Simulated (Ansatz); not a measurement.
Start from `FB(F)Br` and change one atom or group to get `N#CB(F)F`.

Ansatz, PBE0-D4/def2-TZVP geometries, multiplicity 1. 

Scalar relativity is left out up to krypton.

```tsv
property	`FB(F)Br`
size of the dipole moment (ωB97M-V/def2-TZVPP) / D	0.22
HOMO energy (ωB97M-V/def2-TZVPP) / eV	-11.34
HOMO–LUMO gap (PBE/def2-TZVPP) / eV	6.27
LUMO energy (PBE0/def2-TZVPP) / eV	-0.40
ideal-gas entropy at 298 K and 1 bar (rigid rotor, harmonic PBE0-D4/def2-TZVP) / J/(mol·K)	287
HOMO energy (PBE0/def2-TZVPP) / eV	-9.08
```

Problem. What does the change do to each property? (An estimate is asked.)

Solution. Ansatz gave: 
| property | `N#CB(F)F` | shift |
| --- | --- | --- |
| size of the dipole moment (ωB97M-V/def2-TZVPP) / D | 1.88 | 1.66 |
| HOMO energy (ωB97M-V/def2-TZVPP) / eV | -13.08 | -1.74 |
| HOMO–LUMO gap (PBE/def2-TZVPP) / eV | 5.97 | -0.30 |
| LUMO energy (PBE0/def2-TZVPP) / eV | -2.32 | -1.92 |
| ideal-gas entropy at 298 K and 1 bar (rigid rotor, harmonic PBE0-D4/def2-TZVP) / J/(mol·K) | 290 | 3 |
| HOMO energy (PBE0/def2-TZVPP) / eV | -10.73 | -1.65 |

With PBE0 the HOMO falls by 1.65 eV and the LUMO falls by 1.92 eV, so the gap narrows by about 0.27 eV. PBE moves the HOMO by -1.56 eV and ωB97M-V by -1.74 eV. The zero-point energy changes by 20.4 kJ/mol with +3 modes. Dipoles are sizes alone; their direction can turn.

Spin–orbit coupling is left out; it splits and shifts lone-pair levels of the heavy atoms by tenths of an eV.
